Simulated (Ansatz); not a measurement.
Frontier orbitals of C₂H₅GaO, SMILES `[CH3][GaH][CH]=O`.

Cartesian coordinates in Å:
```
C -1.330 0.167 0.763
Ga 0.073 0.541 -0.559
C 1.761 -0.567 -0.487
O 1.623 -1.677 -0.953
H -2.321 0.439 0.397
H -1.323 -0.890 1.036
H -1.135 0.742 1.674
H -0.113 1.519 -1.775
H 2.766 -0.274 -0.097
```

Total charge 0; spin multiplicity 1. Correlated methods include outer-core shells of Ga, which these sets cover unevenly. Scalar relativity is left out up to krypton. All single points use the PBE0-D4/def2-TZVP geometry. It is one conformer, not always the lowest. Basis def2-TZVPP, Ansatz.

```tsv
functional	HOMO (eV)	LUMO (eV)
PBE0	-6.40	-1.49
```

Question: Give HOMO and LUMO (eV) with LDA (SPW92), PBE, revPBE, BLYP, r2SCAN, B97M-V, B3LYP, r2SCANh, r2SCAN0, HSE06 (plane-wave form), BHLYP, CAM-B3LYP, LC-ωPBE, ωB97X-V, ωB97M-V, HF. (Best estimate.)

Answer: Computed: 
| functional | HOMO | LUMO |
| --- | --- | --- |
| LDA (SPW92) | -5.22 | -2.71 |
| PBE | -5.08 | -2.44 |
| revPBE | -5.02 | -2.33 |
| BLYP | -5.00 | -2.35 |
| r2SCAN | -5.30 | -2.21 |
| B97M-V | -5.41 | -2.26 |
| B3LYP | -6.22 | -1.78 |
| r2SCANh | -5.81 | -1.83 |
| r2SCAN0 | -6.57 | -1.35 |
| HSE06 (plane-wave form) | -6.00 | -1.86 |
| BHLYP | -7.72 | -0.74 |
| CAM-B3LYP | -7.79 | -0.60 |
| LC-ωPBE | -9.04 | 0.65 |
| ωB97X-V | -8.74 | 0.47 |
| ωB97M-V | -8.65 | 0.23 |
| HF | -9.77 | 1.32 |

B3LYP here is the variant with VWN-RPA as its local correlation; programs differ in this. LC-ωPBE has ω = 0.4 bohr⁻¹. Positive LUMOs are unbound and depend on the basis.
